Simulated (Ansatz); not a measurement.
Compare A (`[CH3][SnH]([NH2])[OH]`) with its isomer B (`C[O][SnH2][NH2]`).

Computed with Ansatz on PBE0-D4/def2-TZVP structures; ΔE is electronic, products minus reactants. CCSD(T)/CBS adds triple-zeta CCSD(T) − MP2 to the extrapolated MP2 energy (def2 sets, frozen cores). DFT in def2-TZVPP. B3LYP here is the variant with VWN-RPA as its local correlation; programs differ in this. Elements past krypton have def2 core potentials. For Sn outer-core shells are correlated without core-valence functions, which leaves a few kJ/mol of doubt a bond. Each species was taken in one conformer, which may not be the lowest.

Question: Which is lower in electronic energy at CCSD(T)/CBS, and by how much? (Best estimate.)

Answer: Ansatz gave: A, by 23.5 kcal/mol.

Question: Give E(B) − E(A) in kcal/mol with PBE0-D4, CCSD(T)/def2-TZVPP, B3LYP-D4, B3LYP, CCSD/def2-TZVPP, MP2/def2-TZVPP, HF/def2-TZVPP. (Best estimate.)

Answer: Computed: PBE0-D4 21.5, CCSD(T)/def2-TZVPP 22.4, B3LYP-D4 20.5, B3LYP 20.6, CCSD/def2-TZVPP 22.1, MP2/def2-TZVPP 24.6, HF/def2-TZVPP 18.8. None reverses the order clearly.

Largest T1 diagnostic: 0.013.

In def2-TZVPP, CCSD(T) changes the Hartree–Fock value by +3.5 kcal/mol (the triples alone add +0.3 kcal/mol) and MP2 by +5.7 kcal/mol.
